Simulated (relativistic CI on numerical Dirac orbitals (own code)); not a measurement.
# Line list: Electric-dipole lines, Gd⁴⁹⁺

These numbers are calculated, not measured: Dirac-Coulomb-Breit CI, separate exchange-only KLI orbitals for each configuration, model QED (radiative potential, 1s self-energy scaled to tabulated hydrogen-like ionisation energies), unscaled Slater integrals (own radial code, finite nucleus).

Configuration list (outside the closed core [Ne]): 3s²3p³, 3s3p⁴, 3s²3p²3d, 3p⁵, 3s3p³3d, 3p⁴3d, 3s3p²3d², 3s²3p3d4p, 3p⁴4s, 3s3p²3d4s, 3p⁴4p, 3s²3p²4s, 3s²3p²4p, 3p³3d4p, 3s²3p²4d, 3s3p³4s, 3s²3p²4f, 3s3p³4p, 3s3p³4d, 3s3p³4f, 3s²3p²5s, 3s²3p²5p, 3s²3p4s4p, 3s²3p²5d, 3s²3p²5f, 3s²3p²5g, 3s3p²4s², 3s3p³5s, 3s²3p3d², 3s²3d³, 3s3p3d³, 3s²3d²4s, 3s²3d²4p, 3s²3d²4d, 3p³3d², 3p²3d³, 3p²3d²4s, 3p²3d²4p, 3p²3d²4d, 3s²3p3d4s, 3s3p3d²4s, 3s²3d4s², 3s²3d4s4p, 3s²3d4s4d, 3s3p²3d4p, 3s3p3d²4p, 3s3p3d4s4p, 3s3p3d4p², 3s3p3d4p4d, 3p³3d4s, 3p²3d4s², 3p²3d4s4p, 3p²3d4s4d, 3s²3p4s², 3s3p3d4s², 3s²4s²4p, 3s²4s²4d, 3s²3p4p², 3s²3d4p², 3s²4s4p², 3s²4p³, 3s²4p²4d, 3s3p²4s4p, 3s3p4s²4p, 3s3p4s4p², 3s3p4s4p4d. Double excitations out of closed p, d and f shells are left out; levels of such configurations are missing from the list, as are those of other unlisted configurations, and high levels can miss mixing partners. These lack a partner that the ground configuration has and come out too high: 3s²3p²4f, 3s3p³4d, 3s3p³4f, 3s²3p²5s, 3s²3p²5p.

```
λ vac (Å)                Lower                   Upper   A (s⁻¹)        gf  Branching (%)
   30.632   3s²3p²3d ²D3/2 [5]    3s²3p3d² ⁴F°3/2 [55]  2.18e+12  1.23e+00           98.2
   30.732   3s²3p²3d ²D5/2 [6]    3s²3p3d² ⁴D°3/2 [66]  1.76e+12  9.99e-01           93.3
   30.781  3s²3p²3d ²G7/2 [14]   3s²3p3d² ²G°7/2 [125]  1.11e+12  1.26e+00           53.2
   30.825  3s²3p²3d ⁴D7/2 [16]   3s²3p3d² ⁴P°5/2 [138]  1.30e+12  1.11e+00           85.0
   31.113    3s²3p³ ²P°3/2 [1]     3s²3p²3d ²P1/2 [18]  1.56e+12  4.52e-01           99.7
   31.130    3s²3p³ ²P°3/2 [1]     3s²3p²3d ²D3/2 [17]  2.12e+12  1.23e+00          100.0
   31.265    3s²3p³ ⁴S°3/2 [2]     3s²3p²3d ⁴P1/2 [45]  1.66e+12  4.86e-01           93.6
   31.291   3s²3p²3d ²D5/2 [6]    3s²3p3d² ²F°7/2 [65]  1.02e+12  1.20e+00           87.0
   31.313   3s²3p²3d ²D5/2 [6]    3s²3p3d² ⁴D°5/2 [64]  1.74e+12  1.54e+00           94.1
   31.337    3s²3p³ ⁴S°3/2 [2]     3s²3p²3d ²D3/2 [44]  1.01e+12  5.92e-01           59.0
   31.521    3s²3p³ ⁴S°3/2 [2]     3s²3p²3d ²D5/2 [42]  4.20e+11  3.75e-01           34.1
   31.587      3s3p⁴ ⁴P5/2 [7]     3s3p³3d ⁴P°3/2 [85]  9.83e+11  5.88e-01           70.7
   31.725    3s²3p³ ²P°3/2 [1]     3s²3p²3d ²D5/2 [15]  1.22e+12  1.10e+00           99.6
   31.898    3s²3p³ ²P°1/2 [4]     3s²3p²3d ²D3/2 [49]  1.11e+12  6.76e-01           95.1
   32.174      3s3p⁴ ⁴P5/2 [7]     3s3p³3d ⁴D°7/2 [81]  5.80e+11  7.21e-01           62.9
   32.250      3s3p⁴ ⁴P5/2 [7]     3s3p³3d ⁴P°5/2 [80]  8.96e+11  8.38e-01           78.9
   32.309    3s²3p³ ²D°5/2 [3]     3s²3p²3d ²F7/2 [43]  8.67e+11  1.09e+00          100.0
   32.355  3s²3p²3d ²G9/2 [20]  3s²3p3d² ⁴G°11/2 [133]  6.18e+11  1.16e+00           99.5
   32.360    3s²3p³ ²D°5/2 [3]     3s²3p²3d ²D5/2 [42]  8.08e+11  7.61e-01           65.7
   32.603  3s²3p²3d ²G9/2 [20]   3s²3p3d² ⁴G°9/2 [131]  1.15e+12  1.84e+00           78.4
   32.815  3s²3p²3d ²D5/2 [15]   3s²3p3d² ²G°7/2 [125]  8.43e+11  1.09e+00           40.3
   33.304  3s²3p²3d ²D3/2 [17]   3s²3p3d² ⁴F°5/2 [126]  1.03e+12  1.03e+00           40.5
   33.788   3s²3p²3d ²D3/2 [5]    3s²3p3d² ⁴G°5/2 [41]  6.11e+11  6.27e-01           98.0
   36.054  3s²3p²3d ²G7/2 [14]     3s3p³3d ²F°5/2 [91]  8.50e+11  9.94e-01           64.1
   36.297    3s²3p³ ²D°5/2 [3]        3s3p⁴ ²P3/2 [34]  7.54e+11  5.95e-01           75.2
   38.487    3s²3p³ ²D°5/2 [3]        3s3p⁴ ²D5/2 [30]  4.30e+11  5.74e-01           97.1
   38.930    3s²3p³ ⁴S°3/2 [2]        3s3p⁴ ⁴P3/2 [26]  4.15e+11  3.77e-01           90.9
   46.989   3s²3p³ ²P°3/2 [11]     3s²3p²3d ²D5/2 [63]  5.48e+11  1.09e+00           98.8
   47.182    3s²3p³ ⁴S°3/2 [2]     3s²3p²3d ²D5/2 [23]  3.91e+11  7.83e-01           83.4
   49.263    3s²3p³ ²D°5/2 [3]     3s²3p²3d ²F7/2 [22]  2.51e+11  7.30e-01          100.0
```

Terms are leading LS components. Brackets give the number of a level in order of energy, since labels repeat. The list gives strong lines, with weight on those to low levels, without lines whose two gauges differ by over a factor of 2.5, among the lowest 400 of 7833 levels, so that lines to higher ones, which can be the strongest, are missing. Levels whose partners in the same complex of configurations lie outside the list can be far off, and so can their lines. Rates are taken at the computed energies, electric ones in the length gauge.

At this charge energies of transitions that change n are usually good to better than 1 %, and those within a shell (Δn = 0) to a few per cent.

LS names give the leading component of a level, which can be under half, so a name can repeat, a term be missing and a line seem to break the LS rules.
